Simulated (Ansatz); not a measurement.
Consider the formal exchange of groups at a Ga–B bond: `[GaH2][B]1B[SiH2]1` + `BC` → `C[BH][GaH2]` + `B1B[SiH2]1`.

Gas-phase electronic energies from Ansatz, PBE0-D4/def2-TZVP geometries. CBS: MP2 limit from def2 TZ/QZ plus the TZ coupled-cluster correction, frozen cores. This one scheme is used for every species. For Ga outer-core shells are correlated without core-valence functions, which leaves a few kJ/mol of doubt a bond. Scalar relativity is left out up to krypton.

`[GaH2][B]1B[SiH2]1`:

```xyz
9

Ga   -1.273   -1.322    0.873
B     0.181   -0.652   -0.393
B     0.929   -0.179   -1.600
Si    0.620    1.162    0.040
H    -1.287   -2.829    1.318
H    -2.358   -0.343    1.451
H     1.613    0.255   -2.460
H     1.699    2.096   -0.382
H    -0.124    1.812    1.152
```

`BC`:

```xyz
7

B    -0.230   -0.843   -0.098
C     0.118    0.661    0.023
H    -1.020   -1.354    0.644
H     0.333   -1.543   -0.892
H    -0.665    1.286    0.457
H     0.949    0.672    0.752
H     0.514    1.121   -0.884
```

`C[BH][GaH2]`:

```xyz
9

C    -0.817    0.051   -1.179
B     0.502   -0.109   -0.369
Ga    0.673   -0.084    1.703
H    -0.828   -0.515   -2.115
H    -0.801    1.111   -1.489
H    -1.754   -0.104   -0.644
H     1.517   -0.196   -1.012
H     0.839    1.248    2.533
H     0.669   -1.403    2.572
```

`B1B[SiH2]1`:

```xyz
7

B     0.599    0.594    0.997
B    -0.814    0.157    1.012
Si    0.082   -0.281   -0.753
H     1.728    0.923    0.911
H    -1.927   -0.228    0.948
H     1.316   -0.215   -1.574
H    -0.984   -0.949   -1.540
```

| species | CCSD(T)/CBS(def2) energy (Eh) |
| --- | --- |
| `[GaH2][B]1B[SiH2]1` | -2265.51334 |
| `BC` | -65.83255 |
| `C[BH][GaH2]` | -1990.35208 |
| `B1B[SiH2]1` | -340.97257 |

Problem. Work out ΔE.

Solution. ΔE = (-1990.35208) + (-340.97257) − (-2265.51334) − (-65.83255) = 0.02124 Eh = +55.8 kJ/mol.

Largest T1 diagnostic among the species: 0.015.

At CCSD(T), def2-SVP lies +5.5 kJ/mol from the extrapolated value and def2-TZVPP +3.3 kJ/mol. From BLYP to BHLYP (50 % exact exchange), in def2-TZVPP and without D4, ΔE moves by +10.5 kJ/mol. The D4 term adds +3.5 kJ/mol with B3LYP and +1.9 kJ/mol with PBE0; it sums over pairs of atoms, weighted by their polarisabilities, and B3LYP, whose exchange is more repulsive, gets the larger term.

B3LYP here is the variant with VWN-RPA as its local correlation; programs differ in this.
